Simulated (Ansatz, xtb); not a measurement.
# C4H4BClSe: which of two isomers lies lower

We compare X, `Bc1[se]ccc1Cl`, a singlet, with Y, `Bc1cc[se]c1Cl`, a singlet. Both are isolated molecules in the gas phase, relaxed with B3LYP/def2-SVP; the shapes shown needn't be the lowest conformers.

X (Å):

```xyz
11

C    -0.3100    0.0644   -1.0533
C     1.4851   -1.6856   -0.2938
C     1.1566   -0.7606    0.6681
C     0.1810    0.1851    0.2453
B    -1.3370    0.8841   -1.8180
Cl   -0.3466    1.4252    1.3432
Se    0.5472   -1.4191   -1.8699
H    -1.8769    1.8245   -1.2948
H    -1.6146    0.5930   -2.9561
H     2.2058   -2.4966   -0.1862
H     1.5950   -0.7414    1.6668
```

Y (Å):

```
atom    x (Å)    y (Å)    z (Å)
   C  -0.1434   0.0432  -0.6170
   C   1.1377  -0.5453  -0.9604
   C   1.7431  -1.3091  -0.0109
   C  -0.5277  -0.2997   0.6749
   B  -0.9552   0.9285  -1.5724
  Cl  -1.9666   0.1711   1.4968
  Se   0.7090  -1.3975   1.5559
   H  -0.5186   1.1585  -2.6745
   H  -2.0149   1.3970  -1.2467
   H   1.5870  -0.3754  -1.9419
   H   2.6973  -1.8309  -0.0760
```

**Question.** Estimate which is lower in electronic energy at CCSD(T)/def2-SVP + ΔMP2/def2-TZVPP, and by roughly how much.

**Answer.** The CCSD(T)/def2-SVP + ΔMP2/def2-TZVPP calculation puts structure X lower, by 6.0 kcal/mol.

Level by level:

```tsv
level	geometry	E(Y) − E(X) (kcal/mol)	departure from the last row (kcal/mol)	job, with rough time for the two
GFN2-xTB	GFN2-xTB	+3.5	−2.5	optimisation, 0.62 s
HF/STO-3G	GFN2-xTB	+4.3	−1.8	single point, 2.7 s
r2SCAN-D4/def2-SVP	GFN2-xTB	+6.9	+0.9	single point, 14 s
B3LYP/def2-SVP	B3LYP/def2-SVP	+6.3	+0.3	optimisation, 2.1 min
HF/def2-SVP	B3LYP/def2-SVP	+5.8	−0.3	part of the CCSD(T) run
MP2/def2-SVP	B3LYP/def2-SVP	+6.6	+0.6	part of the CCSD(T) run
CCSD(T)/def2-SVP	B3LYP/def2-SVP	+5.9	−0.1	single point
CCSD(T)/def2-SVP + ΔMP2/def2-TZVPP	B3LYP/def2-SVP	+6.0		single point, 4.7 min
```

As drawn, both hold the same kinds of bond in the same numbers.

None of the levels shown reverses the order. The largest departure from CCSD(T)/def2-SVP + ΔMP2/def2-TZVPP is that of GFN2-xTB, 2.5 kcal/mol. The last row adds to CCSD(T) the change of the MP2 difference between the two basis sets, here +0.1 kcal/mol.

With thermal terms from frequencies at re-optimised GFN2-xTB minima (ideal gas, soft modes damped towards free rotors, one conformer each, 298.15 K, 1 atm): on the last row, ΔE + ΔZPE = +6.0, ΔH = +6.1, ΔG = +6.0 kcal/mol.

The correlated steps freeze 19 core orbitals; the filled d shell of Se is correlated, in a basis made for valence electrons. Codes used: Ansatz 0.2.0, xtb 6.7.1; the last row on 2 threads of AMD EPYC (Zen 3) on a shared host.
